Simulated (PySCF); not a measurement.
Compound: C7H8N2.
Atom-mapped SMILES: `[H]/[N:1]=[CH:2]\[c:3]1[cH:4][cH:5][cH:6][c:7]([NH2:8])[cH:9]1` (hydrogens: H10 on N1; H11 on C2; H12 on C4; H13 on C5; H14 on C6; H15, H16 on N8; H17 on C9)

Structure used (GFN2-xTB), in Å, numbered top down from 1:
```xyz
17
C7H8N2 angstrom
N     -3.3792   -0.6122    0.4562
C     -2.1988   -1.0253    0.3055
C     -0.9609   -0.2641    0.1092
C     -0.9515    1.1305    0.0648
C      0.2408    1.8067   -0.1108
C      1.4295    1.1154   -0.2426
C      1.4434   -0.2812   -0.2053
N      2.6153   -0.9756   -0.4096
C      0.2383   -0.9564   -0.0260
H     -3.4843    0.4019    0.4360
H     -2.0755   -2.1066    0.3259
H     -1.8719    1.6861    0.1695
H      0.2471    2.8865   -0.1409
H      2.3590    1.6504   -0.3746
H      2.6315   -1.9368   -0.1113
H      3.4730   -0.4698   -0.2620
H      0.2372   -2.0375    0.0062
```

Theory: PBE0/def2-SVPD in PySCF (dipole) on a GFN2-xTB geometry, gas phase.

Masses are those of the commonest isotopes; rigid-rotor values at the optimised geometry. The values belong to one conformer with, in the numbering `[H]/[N:1]=[CH:2]\[c:3]1[cH:4][cH:5][cH:6][c:7]([NH2:8])[cH:9]1`, N1–C2–C3–C4 0°.

Q: What are A, B and C (MHz)?

A: Ia = 138.33, Ib = 439.15, Ic = 577.20 u·Å²; 505379 MHz·u·Å²/I gives A = 3653, B = 1151, C = 875.6 MHz.

Q: What kind of rotor is it?

A: An asymmetric top. Ray's parameter κ = (2B − A − C)/(A − C) = -0.802; −1 is the prolate and +1 the oblate limit.

Q: Is it planar, by Δ = Ic − Ia − Ib?

A: Not planar: Δ = Ic − Ia − Ib = -0.28 u·Å². For a rigid frame Δ = −2 Σ m c², so Σ m c² = 0.14 u·Å² lies off the ab plane: 0.10 from hydrogen and 0.04 from heavier atoms. The atom farthest from that plane is 0.23 Å away.

Q: Give the other two planar moments, Paa and Pbb, and the rms extents of the mass along the axes.

A: Paa = Σ m a² = (Ib + Ic − Ia)/2 = 439.01 and Pbb = Σ m b² = (Ia + Ic − Ib)/2 = 138.19 u·Å². With the mass M = 120.07 u, the rms extents √(P/M) along a, b and c are 1.91, 1.07, 0.03 Å.

Q: Which lines would a microwave search look for?

A: The dipole components are |μa| = 4.15 D, |μb| = 0.10 D, |μc| = 0.76 D. Intensities carry the squares of the components, which stand as 1.00 : 0.00 : 0.03 (a : b : c). Some lines, for components of 0.1 D or more:

```csv
type,branch,"J(Ka,Kc)",MHz,lower level (cm⁻¹)
b,R,"4(1,3) ← 3(2,2)",1501,0.758
a,Q,"4(1,3) ← 4(1,4)",2745,0.716
a,R,"2(1,2) ← 1(1,1)",3778,0.151
c,R,"2(1,1) ← 1(0,1)",7106,0.068
b,R,"3(1,3) ← 2(0,2)",7902,0.202
b,Q,"2(2,1) ← 2(1,2)",8334,0.277
c,R,"3(1,2) ← 2(0,2)",9553,0.202
b,R,"3(2,1) ← 2(1,2)",14519,0.277
b,R,"4(2,3) ← 3(1,2)",15198,0.521
c,R,"4(2,2) ← 3(1,2)",15512,0.521
b,Q,"4(4,1) ← 4(3,2)",18446,1.470
b,R,"3(3,1) ← 2(2,0)",19272,0.556
b,R,"4(4,0) ← 3(3,1)",26591,1.199
```

No GFN2-xTB frequencies stand behind this structure, so it isn't proved a minimum. No vibrational averaging or centrifugal distortion is included, and the geometry carries the error of its method. A rigid rotor knows nothing of inversion at nitrogen, which can split or shift real lines. Quadrupole hyperfine structure (14N) is left out.
